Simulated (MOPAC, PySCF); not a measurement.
H4Ge, SMILES `[GeH4]`, neutral singlet in the gas phase. 

Cartesian coordinates (Å):
SMILES: [GeH4]
```xyz
5

Ge     0.0000     0.0000     0.0000
H     -0.7923    -0.7368    -1.0855
H      0.0690     1.4924    -0.3421
H      1.4194    -0.5732     0.0744
H     -0.6962    -0.1823     1.3532
```
Charge 0, spin multiplicity 1.

All levels are single points at this geometry (r2SCAN-D4/def2-SVP); Pople sets use spherical d functions. Orbital energies aren't observables, and empty levels follow the basis.

B3LYP/3-21G in PySCF gives dipole (D) = 0.00.

Estimate the dipole (D) from each of these levels: PBE-D3(BJ)/def2-TZVP in PySCF; r2SCAN-D4/def2-TZVP in PySCF; B3LYP/6-311+G** (LANL2DZ on Ge) in PySCF; B3LYP/6-31G* in PySCF; B3LYP/LANL2DZ in PySCF; M06-2X/6-31G* in PySCF; PBE/6-31G* in PySCF; SVWN5/6-31G* in PySCF; HF/3-21G in PySCF; HF/6-31G* in PySCF; PM3 in MOPAC; PM7 in MOPAC.


```json
[
 {"level": "PBE-D3(BJ)/def2-TZVP in PySCF", "dipole (D)": "0.00"},
 {"level": "r2SCAN-D4/def2-TZVP in PySCF", "dipole (D)": "0.00"},
 {"level": "B3LYP/6-311+G** (LANL2DZ on Ge) in PySCF", "dipole (D)": "0.00"},
 {"level": "B3LYP/6-31G* in PySCF", "dipole (D)": "0.00"},
 {"level": "B3LYP/LANL2DZ in PySCF", "dipole (D)": "0.00"},
 {"level": "M06-2X/6-31G* in PySCF", "dipole (D)": "0.00"},
 {"level": "PBE/6-31G* in PySCF", "dipole (D)": "0.00"},
 {"level": "SVWN5/6-31G* in PySCF", "dipole (D)": "0.00"},
 {"level": "HF/3-21G in PySCF", "dipole (D)": "0.00"},
 {"level": "HF/6-31G* in PySCF", "dipole (D)": "0.00"},
 {"level": "PM3 in MOPAC", "dipole (D)": "0.00"},
 {"level": "PM7 in MOPAC", "dipole (D)": "0.00"}
]
```
